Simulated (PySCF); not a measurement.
# Excitation energy of C⁺ by level of theory

C⁺ [He] 2s2 2p1 (2P) → C⁺ [He] 2s1 2p1 3d1 (high-spin determinant), as a difference of total energies. Calculation: PySCF 2.14, in aug-cc-pVTZ-DK (5s4p3d2f, 46 functions); the spin-free X2C one-electron Hamiltonian (Gaussian nucleus). Correlated levels: valence: 1s2 frozen. The calculations carry no spin-orbit coupling.

```tsv
method	excitation energy (eV)
UHF	23.066
LDA	23.724
PBE	23.561
PBE0	23.731
r2SCAN	23.540
LC-wPBE	24.283
MN15	24.323
B97-3	23.941
BLYP	23.861
MP2 (valence)	24.234
SCS-MP2 (valence)	24.576
```

Q: How much does correlation contribute at MP2 (valence)?

A: 24.234 − (23.066) = 1.168 eV, measured against UHF.

The promoted electron is Rydberg-like, and one or two diffuse shells describe it only roughly, which tends to raise the upper state.

The determinant of the upper state mixes LS terms, which raises its energy above the lowest term, most at the Hartree-Fock and MP2 levels.
